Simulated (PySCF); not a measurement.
Gas-phase reaction: 2 InCl3 + H2O2 = 2 InHCl2 + Cl2 + O2, at 2500 K and a standard pressure of 1 bar. Level: ωB97X-V/def2-TZVP†.

Energies from PySCF, thermal terms from the rigid-rotor harmonic-oscillator model, ideal gas at 1 bar. S°(298 K) at PBE0/def2-TZVP differs from the NASA 1993 table for H2O2 (-8 J/mol/K); whether the harmonic model or the table's entry is off was not settled. † marks an energy on the PBE0/def2-TZVP geometry and frequencies. Open shells (unrestricted): O2 (multiplicity 3); the rest are closed-shell singlets. In: scalar-relativistic def2 core potential, no spin-orbit coupling. No R ln 2 is added for the mirror-image form of H2O2. InHCl2: computed as isolated molecules; such fragments, hydroxides, amides, oligomers or adducts are transient or little studied in the gas. The harmonic model lacks anharmonicity and excited electronic states, which grow with temperature; levels with a mode under 35 cm⁻¹ are left out. Internal rotation in H2O2 is treated as a harmonic vibration of one conformer, which makes the entropy rough. Soft modes under 120 cm⁻¹ make the harmonic entropy rough for InCl3, InHCl2.

```tsv
species	E (Ha)	H(2500 K) − E (kJ/mol)	S°(2500 K) (J/mol/K)
InCl3	-1570.70701	208.1	514.3
H2O2	-151.56117	226.2	353.6
InHCl2	-1111.10198	210.3	475.9
Cl2	-920.25160	93.7	300.1
O2	-150.33858	95.2	275.5
```
E: electronic energy; H − E holds the zero-point and thermal terms. 1 Ha = 2625.5 kJ/mol.

Q: Work out ΔH°, ΔS°, ΔG° and log10 K from these numbers.

A: 1. ΔE = 2×(-1111.10198) + 1×(-920.25160) + 1×(-150.33858) − 2×(-1570.70701) − 1×(-151.56117) = 0.18105 Ha = 475.3 kJ.
2. Δ(H − E) = 2×(210.3) + 1×(93.7) + 1×(95.2) − 2×(208.1) − 1×(226.2) = -32.9 kJ, so ΔH° = 442.4 kJ.
3. ΔS° = 2×(475.9) + 1×(300.1) + 1×(275.5) − 2×(514.3) − 1×(353.6) = 145.2 J/K; the number of gas molecules changes by +1.
4. ΔG° = ΔH° − TΔS° = 442.4 − 2500×(145.2)/1000 = 79.4 kJ.
5. log10 K = −ΔG°/(RT ln 10) = -1.66, with RT ln 10 = 47.86 kJ/mol; at standard pressures the reactants are favoured.
6. A shift of 10 kJ in ΔE would move log10 K by 0.21 here.
7. Lowering the total pressure from 1 bar to 0.01 bar multiplies the mole-fraction quotient K_x = K (p/p°)^(−Δn) by 10^2, which pushes the balance towards the products.
For scale, ΔH°(298 K) is 445 kJ at this level, 457 kJ at ωB97M-V/def2-TZVP†, and runs from 401 to 691 kJ over the 18 levels computed.
